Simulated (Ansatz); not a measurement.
`CC[SiH]([SiH3])Cl` + `C#C[Si](F)(F)Cl` → `C#C[SiH]([SiH3])Cl` + `CC[Si](F)(F)Cl`  (redistribution)

Program: Ansatz. Geometries: PBE0-D4/def2-TZVP. ΔE: electronic, gas phase. CCSD(T)/CBS is the MP2 limit (def2-TZVPP, def2-QZVPP) plus CCSD(T) − MP2 in def2-TZVPP, frozen cores. Functionals use def2-TZVPP. One conformer a species, not always the lowest.

```tsv
level	ΔE (kcal/mol)
r2SCAN-D4	-2.6
MP2/def2-TZVPP	-2.2
```

(1) What does CCSD(T)/CBS give? (An estimate is asked.)

Largest T1 diagnostic among the species: 0.012.

## Answers

(1) Ansatz gave: -2.2 kcal/mol. The listed levels differ from it by -0.4, 0.0 kcal/mol.

In def2-TZVPP, CCSD(T) changes the Hartree–Fock value by +0.9 kcal/mol (the triples alone add +0.1 kcal/mol) and MP2 by +0.9 kcal/mol.
